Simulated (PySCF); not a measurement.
## Correlation energy of Dy(2+) (dysprosium, charge +2)

[Xe] 4f10, one real determinant. All numbers are calculated (PySCF 2.14, the spin-free X2C one-electron Hamiltonian (Gaussian nucleus), in cc-pVDZ-X2C (8s7p5d3f1g, 84 functions)). Frozen: [Kr] 4d10; 18 electrons correlated.

MP2 pair energies summed by pair of shells (mhartree):

| pair | energy | share (%) |
| --- | --- | --- |
| 4f-4f | -284.27 | 43.1 |
| 4f-5p | -184.63 | 28.0 |
| 5p-5p | -115.93 | 17.6 |
| 4f-5s | -39.26 | 6.0 |
| 5s-5p | -29.60 | 4.5 |
| 5s-5s | -5.86 | 0.9 |

Total MP2 correlation energy: -659.54 mhartree.

Same-spin part -261.17 and opposite-spin part -398.37 mhartree; SCS-MP2 scales them by 1/3 and 6/5 to -565.10 mhartree.

The reference is one real determinant that mixes LS terms of this configuration.
